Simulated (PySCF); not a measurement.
Compound: C2H11NSi2.
SMILES: `CCN([SiH3])[SiH3]`

Torsions of this conformer, `[CH3:1][CH2:2][N:3]([SiH3:4])[SiH3:5]`: C1–C2–N3–Si4 84°.

The closed-shell ground state was solved at several levels (PySCF, density fitting, gas phase, non-relativistic). The structure is a single PBE0-D3(BJ)/def2-SVP conformer in the gas phase; no vibrational or solvent corrections.

```tsv
level	basis functions	total energy (Eh)	HOMO (eV)	LUMO (eV)	gap (eV)	dipole (D)
wB97X-D/pcSseg-2	348	-716.6297	-8.88	1.74	10.62	0.91
PBE0/pcSseg-1	154	-716.1356	-7.01	0.29	7.30	0.88
```

Q: What might CAM-B3LYP/def2-SVPD (196 basis functions) give for the same quantities?

A: Total energy -716.2501 Eh, HOMO -8.33 eV, LUMO 1.02 eV, gap 9.35 eV, dipole 0.90 D.

Q: Over all these levels, which gives the widest orbital gap and which the narrowest?

A: wB97X-D/pcSseg-2 (range-separated hybrid) has the widest, 10.62 eV, and PBE0/pcSseg-1 (global hybrid, 25 % exact exchange) the narrowest, 7.30 eV. Functional and basis both differ between the two, so the spread mixes both effects.

Q: How far do the dipole and the HOMO energy spread over the levels?

A: The dipole runs from 0.88 to 0.91 D (mean 0.90 D) and the HOMO from -8.88 to -7.01 eV.

Note: wB97X-D ran without an empirical dispersion term, which enters the total energy and its gradient alone.
